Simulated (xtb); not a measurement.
Si(F)(NMe2) (C2H6FNSi), SMILES CN(C)[Si]F (connectivity only; charge and spin as stated), neutral, multiplicity 1. All values are semi-empirical tight-binding results from xtb (GFN2-xTB unless named), good for trends rather than for accurate numbers. Geometry optimised at GFN2-xTB. The values are those of a single conformer.

```yaml
point_group_as_xtb_finds_it: Cs
orbital_gap: 3.53 eV
dipole_moment: 2.04 D
zero_point_energy: 52.1 kcal/mol
G − E(el) at 298.15 K (modified RRHO): 32.9 kcal/mol
static polarisability (D4 model): 69.0 bohr³
solvation energy, GFN2-xTB/ALPB(water): 0.2 kcal/mol
solvation energy, GFN2-xTB/ALPB(methanol): -2.2 kcal/mol
```
